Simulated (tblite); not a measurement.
Species: C7H15P.
Geometry (GFN2-xTB, Å), atoms numbered from 1 in this order:
```
atom  x, y, z in Å
C1    -2.1168   -1.2478   -0.4720
C2    -0.9209   -0.4466    0.0401
C3    -1.2079    1.0517   -0.0604
C4    -0.1079    1.9050    0.5597
P5     1.5546    1.7026   -0.2417
C6     1.6249   -0.1680   -0.2534
C7     2.0564   -0.6771    1.1203
C8     0.3325   -0.8142   -0.7569
H9    -2.3103   -1.0185   -1.5183
H10   -3.0105   -1.0112    0.1016
H11   -1.9282   -2.3156   -0.3849
H12   -0.7630   -0.7039    1.0928
H13   -2.1525    1.2712    0.4461
H14   -1.3281    1.3223   -1.1138
H15   -0.3683    2.9656    0.4922
H16    0.0078    1.6724    1.6228
H17    1.0649    1.7945   -1.5547
H18    2.4228   -0.4177   -0.9670
H19    2.1568   -1.7615    1.1106
H20    3.0168   -0.2425    1.3929
H21    1.3355   -0.4065    1.8886
H22    0.4614   -1.9008   -0.7330
H23    0.1751   -0.5265   -1.8013
```

Method: GFN2-xTB as coded in tblite; computed harmonic values from a numerical Hessian at the method's own geometry, unscaled. This tight-binding method is rough: wavenumbers can miss measured ones by several per cent, in bad cases by 10 to 20. Modes of hydrogen on phosphorus can be 10 to 20 % off. One conformer, not necessarily the lowest.

Harmonic wavenumbers (cm⁻¹): 107.3, 148.4, 201.6, 216.2, 228.0, 277.0, 307.6, 318.8, 346.1, 441.6, 459.5, 573.5, 639.9, 699.7, 749.7, 836.7, 844.2, 865.1, 911.2, 931.1, 966.3, 974.2, 1017.2, 1035.0, 1066.6, 1077.8, 1107.0, 1118.1, 1160.8, 1174.5, 1205.5, 1228.8, 1259.4, 1285.7, 1290.4, 1303.8, 1315.9, 1356.2, 1368.8, 1410.3, 1418.5, 1451.1, 1479.0, 1491.2, 1496.7, 1502.3, 1504.7, 1506.0, 2227.6, 2882.0, 2932.3, 2933.6, 2936.9, 2944.5, 2951.1, 2955.4, 2958.1, 3011.1, 3018.8, 3024.5, 3027.6, 3032.0, 3035.3.

A = 2371, B = 1398, C = 1060 MHz; mass 130.091 u (most abundant isotopes); point group C1, symmetry number 1.

Question: Zero-point energy?

Answer: ½Σν̃ = 44773 cm⁻¹ = 535.60 kJ/mol.

Question: Give the ideal-gas entropy at 500 K and 1 bar in the rigid-rotor, harmonic-oscillator model (classical rotation).

Answer: Translation 180.32, rotation 127.39, vibration 182.85: S = 490.6 J/(mol K).

Question: And Cp and H(500 K) − H(0)?

Answer: Cp = 257.80 J/(mol K), of which vibrations give 224.55 (their classical limit is 63 R = 523.8); H(500 K) − H(0) = 69.15 kJ/mol without the zero-point energy, 52.52 from vibrations.

Question: Blend soft modes into free rotors: weight 1/[1 + (100 cm⁻¹/ν̃)⁴] for the oscillator and the rest for a rotor with moment μB/(μ + B), μ = h/(8π²ν), B = 10⁻⁴⁴ kg m². What vibrational entropy results?

Answer: 180.28 J/(mol K) in place of 182.85, which changes −T·S at 500 K by +1.29 kJ/mol.

Question: Which modes carry the vibrational entropy at 500 K?

Answer: 107.3 cm⁻¹: 18.12; 148.4 cm⁻¹: 15.45; 201.6 cm⁻¹: 12.96; 216.2 cm⁻¹: 12.39; 228.0 cm⁻¹: 11.97; 277.0 cm⁻¹: 10.42 J/(mol K); the other 57 give 101.55 together.

Question: How do the functions run with temperature in this model?

Answer: 
```json
{"T (K)": "150", "S (J/(mol K))": "301.9", "Cp (J/(mol K))": "90.0", "H − H(0) (kJ/mol)": "8.41", "G − H(0) (kJ/mol)": "-36.88", "ln q(vib)": "1.38"}
{"T (K)": "250", "S (J/(mol K))": "358.2", "Cp (J/(mol K))": "135.2", "H − H(0) (kJ/mol)": "19.62", "G − H(0) (kJ/mol)": "-69.93", "ln q(vib)": "3.41"}
{"T (K)": "298.15", "S (J/(mol K))": "384.1", "Cp (J/(mol K))": "159.4", "H − H(0) (kJ/mol)": "26.70", "G − H(0) (kJ/mol)": "-87.80", "ln q(vib)": "4.48"}
{"T (K)": "400", "S (J/(mol K))": "438.2", "Cp (J/(mol K))": "211.6", "H − H(0) (kJ/mol)": "45.62", "G − H(0) (kJ/mol)": "-129.68", "ln q(vib)": "6.88"}
{"T (K)": "600", "S (J/(mol K))": "541.1", "Cp (J/(mol K))": "297.0", "H − H(0) (kJ/mol)": "96.94", "G − H(0) (kJ/mol)": "-227.73", "ln q(vib)": "11.91"}
{"T (K)": "900", "S (J/(mol K))": "678.9", "Cp (J/(mol K))": "381.6", "H − H(0) (kJ/mol)": "199.76", "G − H(0) (kJ/mol)": "-411.28", "ln q(vib)": "19.60"}
```

q(vib) and H(0) count from the zero-point level.

Question: What must be added to the electronic energy to get the Gibbs energy at 500 K and 1 bar?

Answer: ZPE + [H(500 K) − H(0)] − T·S = 535.60 + 69.15 − 245.28 = 359.47 kJ/mol.

Hindered rotation and anharmonicity are outside this model. Other conformers, if any are populated, would add a mixing term that is left out. The structure is chiral; the term R ln 2 for an equal mix with its mirror image is left out.
